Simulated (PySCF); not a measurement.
OsF6, SMILES [F][Os]([F])([F])([F])([F])[F] (connectivity only; charge and spin as stated), neutral, multiplicity 3. Geometry optimised at r2SCAN-D4/def2-SVP. The multiplicity is an assumed one; other spin states were not compared. The isomer is the one that the SMILES or the coordinates give; other isomers of the formula were not compared. The def2 effective core potentials stand for the cores of Os; spin–orbit coupling is left out.

All values below come from r2SCAN-D4/def2-SVP run with PySCF 2.14.0.

Harmonic wavenumbers (cm⁻¹): 162, 162, 217, 226, 226, 262, 279, 279, 279, 584, 585, 723, 723, 723, 730. Rotational constants (GHz): 1.986, 1.924, 1.924; symmetry number 6.

Work out the zero-point energy and the ideal-gas rigid-rotor harmonic-oscillator thermochemistry at 298.15 K and 1 atm.

ZPE = ½ Σ hcν = ½ × 6160 cm⁻¹ = 36.84 kJ/mol. H − E(el) = 60.89 kJ/mol. Entropy in J/(mol K): translation 180.06, rotation 102.97, vibration 80.32, spin 9.13, total 372.48. G − E(el) = -50.16 kJ/mol. Cp = 122.53 J/(mol K).
